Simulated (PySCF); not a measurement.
Excitations are Tamm–Dancoff values on a coarser integration grid. The basis has no diffuse functions, so Rydberg states are missing or too high.

Z-matrix (Å, degrees):
```
B
O 1 1.3695
H 2 0.9620 1 112.78
O 1 1.3695 2 120.00 3 0.00
H 4 0.9620 1 112.78 2 -180.00
O 1 1.3695 2 120.00 3 -180.00
H 6 0.9620 1 112.78 2 0.00
```
Charge 0, multiplicity 1.

Question: What HOMO, LUMO, S1 excitation (TDA), T1 excitation (TDA) and total energy does PBE-D3(BJ)/def2-TZVP // B3LYP-D3(BJ)/def2-TZVP run with PySCF give?

Answer: 
```yaml
HOMO: -7.54 eV
LUMO: -0.26 eV
S1 excitation (TDA): 7.36 eV
T1 excitation (TDA): 7.15 eV
total_energy: -252.3286 Ha
```
